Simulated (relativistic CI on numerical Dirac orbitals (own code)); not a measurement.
**Spin-allowed bands of a d2 ion in an octahedral site, by hand**

Problem. Take Δ = 26600 cm⁻¹ and B = 760 cm⁻¹ for a d2 ion in an octahedral site. Calculate the three spin-allowed bands.

Working.
1. The terms of highest spin are 3F (energy 0) and 3P (15B = 11400 cm⁻¹). Here the F term splits into A2 at +1.2Δ = 31920, T2 at +0.2Δ = 5320 and T1 at −0.6Δ = -15960 cm⁻¹.
2. The two T1 states mix through the element 0.4Δ: H = [[-15960, 10640], [10640, 11400]], with roots ½(H₁₁ + H₂₂) ∓ ½√[(H₂₂ − H₁₁)² + 4H₁₂²] = ½(-4560) ∓ ½(34661) = -19611 and 15051 cm⁻¹.
3. The ground term is 3T1 at -19611 cm⁻¹.
4. Bands: 3T2 24931 cm⁻¹ (401 nm), 3T1(P) 34661 cm⁻¹ (289 nm), 3A2 51531 cm⁻¹ (194 nm).

Check. Exact diagonalisation of the whole d2 shell with these parameters gives 3T2 24931, 3T1 34661, 3A2 51531 cm⁻¹. The match is exact, since without spin-orbit coupling no other term has this spin. The ratio of the second band to the first, 1.390, depends on Δ/B = 35.0 alone, which is how a Tanabe-Sugano diagram is read.
